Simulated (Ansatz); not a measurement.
Z-matrix (Å, degrees):
```
Si
F 1 1.580
F 1 1.587 2 106.4
N 1 1.728 2 107.9 3 -122.8
H 1 1.473 2 109.9 3 118.3
H 4 1.021 1 116.5 2 144.6
```

Charge 0, multiplicity 2.

Question: List the r2SCAN/def2-TZVPP orbital energies in eV (Ansatz). (Best estimate.)

Answer: Computed: α occupied: -1793.14, -666.59, -666.55, -386.66, -143.38, -98.29, -98.24, -98.20, -32.00, -31.51, -22.79, -14.72, -12.86, -12.48, -12.20, -11.37, -10.99, -10.67, -9.91, -8.79, -8.12. α empty: 0.65, 0.76, 1.12, 2.69, 2.95, 4.64, 5.62, 5.85. β occupied: -1793.15, -666.59, -666.54, -386.08, -143.38, -98.30, -98.25, -98.21, -31.99, -31.50, -21.10, -14.62, -12.79, -12.35, -12.08, -11.26, -10.95, -10.65, -9.62, -7.61. β empty: -5.02, 0.69, 1.11, 1.35, 2.89, 3.28, 4.83, 5.77. ⟨S²⟩ = 0.755.
